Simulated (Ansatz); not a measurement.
niobium atom (Nb), sextet (core potentials on Nb); PBE0/def2-SVP (Ansatz, an electronic-structure program).

Ansatz was given this input:
Ansatz 0.2 input:
```yaml
crystal:
  periodic: [false, false, false]
  atoms:
    - {symbol: Nb, position_ang: [0.00000000, 0.00000000, 0.00000000]}
basis:
  gaussian:
    orbitals: def2-SVP
    final_grid: {core_spheres: 14, valence_spheres: 28, degree: 59}
hamiltonian:
  xc: pbe0
magnetization: {spin_polarized: true, initial_magnetization: 5}
```

Q: What does Ansatz print? Leave out banner, timings and long lists.

A: 
```
Functional definition: PBE0
211 factors; integrals over basis functions are off by at most 2.4e-4 eV
mean field evaluation 1: about -1544.6932 eV, gradient 1.2e1 eV
mean field evaluation 2: about -1545.0189 eV, gradient 1.0e1 eV
mean field evaluation 4: about -1545.6988 eV, gradient 1.5e-1 eV
mean field evaluation 8: about -1545.6992 eV, gradient 3.6e-3 eV
mean field evaluation 16: about -1545.7071 eV, gradient 4.8e-1 eV
mean field evaluation 32: about -1545.6975 eV, gradient 3.4e-1 eV
mean field evaluation 64: about -1545.6069 eV, gradient 1.3e0 eV
mean field -1545.71361586 eV, -56.8039276604 hartree, gradient 2.4e-6 eV, S^2 8.750968; 7 other end points of the search recorded, 0 dependent functions left out
reference -1545.71364155 eV, -56.8039286045 hartree; 9, 4 occupied and 22, 27 virtual orbitals, 211 factors
Total energy: -1545.71364155 eV, -56.8039286045 hartree
```
